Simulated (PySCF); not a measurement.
Electron correlation in Ca (calcium, neutral)

[Ar] 4p2, high-spin 3P determinant (an excited configuration). Calculation: PySCF 2.14, in aug-cc-pwCVTZ-X2C with one added diffuse shell each of s, p, d, f type (10s9p7d4f, 100 functions); scalar relativity by spin-free X2C-1e. Frozen: [Ar]; 2 electrons correlated.

With two correlated electrons CCSD is exact within the correlated space (frozen core and kept virtual orbitals).

| level | correlation energy (mhartree) |
| --- | --- |
| CCSD | -13.60 |

Diagnostics: T1 = 0.015, D1 = 0.0206, largest double amplitude 0.227.

**Question.** Is a single reference adequate?

**Answer.** Not fully. A double-excitation amplitude exceeds 0.15, a sign of near-degeneracy.
